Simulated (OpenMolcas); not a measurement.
Cr3+ (d3) in a complex was computed by SS-CASPT2, IPEA 0.25 Eh, imaginary shift 0.1 Eh with the d shell active (OpenMolcas, ANO-RCC-VTZP on the metal). Its lowest spin-free states, and all those of the highest spin:

```
2S+1  Degeneracy  E (cm-1)
   4           3         0
   4           3      4940
   2           2      7420
   2           3     10250
   2           3     10400
   4           1     13040
   2           1     13240
   2           3     13630
   4           3     14740
   2           3     16850
   2           3     17740
   2           2     18150
```

Question: Is the site octahedral, tetrahedral or cube-like, axial, or of lower symmetry?

Answer: The states with 2S+1 = 4 have orbital degeneracies 3, 3, 1, 3. Threefold states need a cubic site. For d3 at this spin an octahedron puts the single A2 below the threefold T2 and a tetrahedron or cube puts the threefold T1 below the threefold T2, so the site is a tetrahedron or a cube, which this pattern cannot tell apart. The run had Cr3+ with 4 ligands (chloride) in tetrahedral coordination (Td) at 2.25 Å. A charge of +0.25 e stands 3.2 Å behind each ligand. Ligand basis ANO-RCC-VDZP.

Roots that are degenerate in the reference are averaged as groups; the widest CASPT2 spread within a group is 660 cm-1 (the 3-fold group of multiplicity 4 near 4940 cm-1 above the lowest state of its run). Shifts and gaps below about the spread of the groups concerned are not significant. Over all roots computed the reference weight is 0.70 to 0.73; a low but even weight reflects the number of correlated electrons. An orbital triplet at a regular site is open to Jahn-Teller coupling, which can distort the site and quench the lowest spin-orbit gaps and is left out. Ligand-to-metal charge-transfer states are missing. These CASPT2 states fit no ligand-field parameters well, so their order and spin gaps are uncertain. With no ligand orbital active B as a rule stays too high, so bands that hang on it stand too high and its fall with covalency is understated. With one d shell and no ligand orbital active, 10Dq can be off by a tenth or more. No measured value stands beside these numbers; the geometry was imposed, not optimised, and the real ion may take another.
